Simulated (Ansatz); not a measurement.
`O[CH2][SnH3]` + H₂ → `[SnH4]` + CH₃OH at 298.15 K and 1 bar (hydrogenolysis of the Sn–C bond).

Program: Ansatz. Geometries: PBE0-D4/def2-TZVP. ΔE: electronic, gas phase. CCSD(T)/CBS adds triple-zeta CCSD(T) − MP2 to the extrapolated MP2 energy (def2 sets, frozen cores). This one scheme is used for every species. def2 core potentials past Kr. For Sn outer-core shells are correlated without core-valence functions, which leaves a few kJ/mol of doubt a bond. Each species was taken in one conformer, which may not be the lowest.

```json
{"species": "`O[CH2][SnH3]`", "CCSD(T)/CBS energy (Eh)": "-330.81397", "H − E (kJ/mol)": "179.3", "S (J/(mol·K))": "323.0"}
{"species": "H₂", "CCSD(T)/CBS energy (Eh)": "-1.17544", "H − E (kJ/mol)": "35.1", "S (J/(mol·K))": "130.4"}
{"species": "`[SnH4]`", "CCSD(T)/CBS energy (Eh)": "-216.39156", "H − E (kJ/mol)": "79.6", "S (J/(mol·K))": "228.5"}
{"species": "CH₃OH", "CCSD(T)/CBS energy (Eh)": "-115.61712", "H − E (kJ/mol)": "146.3", "S (J/(mol·K))": "238.2"}
```

H − E and S are ideal-gas, rigid-rotor, harmonic terms from PBE0-D4/def2-TZVP, for one conformer and one mirror image of each species. The MP2-based limit puts H₂ 0.8 mEh under its directly extrapolated value; such offsets cancel only in part. 1 Eh = 2625.50 kJ/mol, R = 8.31446 J/(mol·K).

Task: By hand: ΔE, ΔH, ΔS and ΔG.

Result: ΔE = (-216.39156) + (-115.61712) − (-330.81397) − (-1.17544) = -0.01927 Eh = -50.6 kJ/mol. Δ(H − E) = 79.6 + 146.3 − 179.3 − 35.1 = 11.5, so ΔH = -39.1 kJ/mol. ΔS = 228.5 + 238.2 − 323.0 − 130.4 = 13.3 J/(mol·K). ΔG = -39.1 − 298.15 × (13.3)/1000 = -43.1 kJ/mol.

Task: By hand: the equilibrium constant, and the temperature at which ΔG would vanish if ΔH and ΔS stayed fixed.

Result: log₁₀ K = −ΔG/(RT ln 10) = 7.6. ΔH and −TΔS have one sign here, so there is no such temperature.

The number of gas molecules stays the same, so ΔS is small and ΔH decides. A doubt of 5 kJ/mol in ΔE shifts log₁₀ K by 0.9 here. Other conformers and mirror images would add mixing entropy, several J/(mol·K) or more a flexible species. These are equilibria of isolated gas molecules and say nothing of rates. Largest T1 diagnostic: 0.013 (customary marks: 0.02 for closed shells, 0.045 for open ones).
